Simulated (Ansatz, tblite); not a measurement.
Cost and result up the ladder for Bi3Te (the lowest doublet isomer of a short search) (4 atoms). Charge 0, multiplicity 2. Geometry: PBE-D4/def2-SVP.

```tsv
atom	x (Å)	y (Å)	z (Å)
Bi1	-0.4441	0.4018	1.6380
Bi2	-0.0973	-1.6725	-0.4847
Bi3	2.0386	0.4263	-0.0835
Te4	-1.4971	0.8444	-1.0697
```

Ansatz on 4 threads of Intel Xeon 6975P-C on a shared host; xTB runs through tblite on one thread. Times are rough, summed over both states, and most runs start from the orbitals of an earlier one. No level here is sound enough to serve as a yardstick. The other state is a singlet, and no other spin of it was run.

In the def2 sets Bi, Te take a core potential; there is no spin–orbit coupling. The xTB rows come from tblite. Correlated methods freeze 16 core orbitals; core or outer-core shells of Bi, Te are correlated, in sets that lack core-valence functions. The rows differ in basis, and correlated rows in double-zeta sets carry the largest basis error. The structure comes from a short search, and lower isomers may exist.

Run but left out: HF/def2-SVP, MP2/def2-SVP (doublet: ⟨S²⟩ 1.06, where a pure state has 0.75).

Correlated methods converge slowly with the basis, most of all in double-zeta sets.

Raw xTB energies of ions are shifted by several eV, and xTB has no spin-polarisation term.

| level | functions | vertical IE (eV) | remarks |
| --- | --- | --- | --- |
| r2SCAN-D4/def2-TZVP | 200 | 6.59 | restricted SCF unstable in HF (+1 singlet) |
| CCSD(T)/def2-SVP | 104 | 6.26 | large T1 (0.027) (+1 singlet), restricted SCF unstable (+1 singlet), spin-contaminated (⟨S²⟩ 1.06) (doublet) |
| GFN1-xTB | 21 | 9.12 | – |
| PBE0-D4/def2-TZVP | 200 | 6.57 | restricted SCF unstable in HF (+1 singlet) |
| GFN2-xTB | 21 | 10.18 | – |
| PBE-D4/def2-TZVP | 200 | 6.37 | restricted SCF unstable in HF (+1 singlet) |

Question: Estimate how long each takes.

Answer: GFN1-xTB 0.004 s; GFN2-xTB 0.006 s; PBE-D4/def2-TZVP 5.8 s; r2SCAN-D4/def2-TZVP 12 s; PBE0-D4/def2-TZVP 13 s; CCSD(T)/def2-SVP 29 s. On shared hardware such times vary by a factor of up to 3.
